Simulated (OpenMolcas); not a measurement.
Ag2+ (d9) on a cation site of an ionic host was computed by CASSCF with the d shell active (OpenMolcas, ANO-RCC-VDZP on the metal). Its lowest spin-free states, and all those of the highest spin:

```json
{"2S+1": "2", "Degeneracy": "3", "E (cm-1)": "0.0"}
{"2S+1": "2", "Degeneracy": "2", "E (cm-1)": "4268"}
```

Question: Is the site octahedral, tetrahedral or cube-like, axial, or of lower symmetry?

Answer: The states with 2S+1 = 2 have orbital degeneracies 3, 2. Threefold states need a cubic site. For d9 at this spin an octahedron puts the twofold E below the threefold T2 and a tetrahedron or cube puts the threefold T2 below the twofold E, so the site is a tetrahedron or a cube, which this pattern cannot tell apart. The first gap at this spin, 4270 cm-1, is |10Dq| in ligand-field theory. The run had Ag2+ with its 8 nearest fluoride ions at 2.425 Å, on the Sr site of SrF2 (a = 5.796 Å, distance in the model lattice 2.510 Å). The rest of the host is ab initio model potentials to 7.6 Å and point charges beyond; the distance is set by hand and nothing relaxes. Ligand basis ANO-RCC-VDZP.

An orbital triplet at a regular site is open to Jahn-Teller coupling, which can distort the site and quench the lowest spin-orbit gaps and is left out. With metal d orbitals alone the field can be off either way by tens of per cent. Ligand-to-metal charge-transfer states are missing. No measured value stands beside these numbers; the geometry was set by hand and not optimised.
